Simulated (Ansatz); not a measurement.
Computed with Ansatz.

CH$_{7}$FOSi$_{2}$, SMILES `C[Si](O)(F)[SiH3]` at its PBE0-D4/def2-TZVP geometry, where that method's forces vanish. The species carries charge 0 and has multiplicity 1.

```json
{"atom": "C1", "x (Å)": "0.9581", "y (Å)": "-1.1404", "z (Å)": "0.8852"}
{"atom": "Si2", "x (Å)": "0.3435", "y (Å)": "-0.0690", "z (Å)": "-0.5015"}
{"atom": "O3", "x (Å)": "-0.3697", "y (Å)": "-0.9453", "z (Å)": "-1.6899"}
{"atom": "F4", "x (Å)": "1.6374", "y (Å)": "0.6739", "z (Å)": "-1.1011"}
{"atom": "Si5", "x (Å)": "-1.2244", "y (Å)": "1.5563", "z (Å)": "0.1195"}
{"atom": "H6", "x (Å)": "1.4411", "y (Å)": "-0.5359", "z (Å)": "1.6567"}
{"atom": "H7", "x (Å)": "1.6929", "y (Å)": "-1.8644", "z (Å)": "0.5202"}
{"atom": "H8", "x (Å)": "0.1343", "y (Å)": "-1.6903", "z (Å)": "1.3463"}
{"atom": "H9", "x (Å)": "0.0868", "y (Å)": "-1.7144", "z (Å)": "-2.0357"}
{"atom": "H10", "x (Å)": "-0.6367", "y (Å)": "2.4550", "z (Å)": "1.1505"}
{"atom": "H11", "x (Å)": "-2.4275", "y (Å)": "0.9023", "z (Å)": "0.7025"}
{"atom": "H12", "x (Å)": "-1.6357", "y (Å)": "2.3723", "z (Å)": "-1.0527"}
```

Problem. For each bond, give half the difference of the two atoms' forces along it (eV/Å; positive pushes the atoms apart) under PBE-D4, r2SCAN-D4, B3LYP-D4, ωB97M-V in def2-TZVPP. (Estimate.)

Solution. The calculation gave: 
```tsv
bond	length (Å)	PBE-D4	r2SCAN-D4	B3LYP-D4	ωB97M-V
C1–Si2	1.857	-0.10	-0.03	0.05	-0.01
C1–H6	1.093	0.10	-0.01	-0.05	-0.04
C1–H7	1.094	0.12	0.01	-0.04	-0.05
C1–H8	1.093	0.10	-0.01	-0.05	-0.04
Si2–O3	1.640	0.26	0.04	0.10	0.12
Si2–F4	1.608	0.48	0.05	0.17	0.14
Si2–Si5	2.342	-0.17	-0.01	0.00	-0.07
O3–H9	0.959	0.33	0.02	-0.02	-0.06
Si5–H10	1.489	0.09	-0.01	-0.07	-0.09
Si5–H11	1.488	0.08	-0.01	-0.07	-0.09
Si5–H12	1.486	0.09	-0.01	-0.07	-0.10
```

B3LYP here is the variant with VWN-RPA as its local correlation; programs differ in this.
